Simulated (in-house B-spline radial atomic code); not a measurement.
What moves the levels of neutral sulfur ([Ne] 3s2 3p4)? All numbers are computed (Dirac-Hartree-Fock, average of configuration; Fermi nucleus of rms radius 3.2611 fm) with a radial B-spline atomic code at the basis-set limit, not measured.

Baseline run (computed): total energy -398.5979 hartree, 1s1/2 at -92.32642 hartree, 3p3/2 at -11.555 eV with <r> = 2.072 bohr.

Scaling the speed of light c (a factor of 100 is close to the non-relativistic limit):

```
c/c0  ΔE (hartree)  3p3/2 level (eV)  3p3/2 <r> (bohr)
 0.9      -0.26481          -11.5441             2.073
0.98     -0.046489           -11.553             2.072
1.02      0.043758          -11.5567             2.072
 1.5       0.62389          -11.5803              2.07
 100        1.1196          -11.6005             2.069
```

Changing the nucleus:

```tsv
nucleus	ΔE (eV)
Gaussian nucleus of rms radius 0.01 fm	-0.0102
Fermi nucleus of rms radius 3.1959 fm	-0.000402
Fermi nucleus of rms radius 3.3263 fm	0.00041
```

A larger nucleus binds the electrons less, roughly as the density at the nucleus times the change of the nuclear <r²>. A radius of 0.01 fm is nearly a point.

Problem. The nuclear charge is raised by 0.1. What does the Hellmann-Feynman theorem predict for the energy, and what is found?

Solution. dE/dZ ≈ -Σ<1/r>, which is -59.479 at the start and -59.9589 at the end; their mean times 0.1 is -5.9719 hartree, and the two runs differ by -5.9719 hartree.
